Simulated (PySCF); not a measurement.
# Calculated NMR data

PySCF 2.14.0 with density-fitted response routines calculation with GFN2-xTB structure and shieldings: GIAO PBE0/pcSseg-1; one computed conformer, gas phase, rapidly exchanging positions averaged, no relativistic terms.

References, each an isolated molecule treated in the same way: ¹H (σref 31.72), ¹³C (σref 186.93) vs TMS. Where no couplings were computed, multiplicities follow the n + 1 count of equivalent neighbours, and m marks all less simple cases (inequivalent or close neighbours, rings, F or P nearby). Shifts are as computed. Against solution values, carbons near 30 ppm lie about +3 ppm off and those near 130 ppm about +5 ppm; carbons on Cl a further +6 ppm. Of 1211 compounds with measured shifts, 218 miss one by over three times the rms of a fit or turn the order of signals round; such compounds aren't used in these exercises. Carbons bonded to Cl come out too deshielded.

**1.** `Cl[C@H]1COCC[SiH2]1`, C$_{4}$H$_{9}$ClOSi. ¹H NMR (500 MHz, computed): δ 4.55 (m, 1H), 4.48 (m, 1H), 4.36 (m, 1H), 4.08 (m, 1H), 3.40 (m, 1H), 3.29 (m, 1H), 3.27 (m, 1H), 1.18 (m, 1H), 0.59 (m, 1H). ¹³C{¹H} NMR (computed): δ 78.6, 71.3, 41.3, 14.1.

**2.** SMILES CO[Si@@H](Cl)C1CC1, C$_{4}$H$_{9}$ClOSi. ¹H NMR (500 MHz, computed): δ 5.02 (d, 1H), 3.90 (s, 3H), 0.67 (m, 1H), 0.67 (m, 1H), 0.30 (m, 1H), 0.28 (m, 1H), 0.08 (m, 1H). ¹³C{¹H} NMR (computed): δ 52.6, 4.9, 3.2, 2.0.
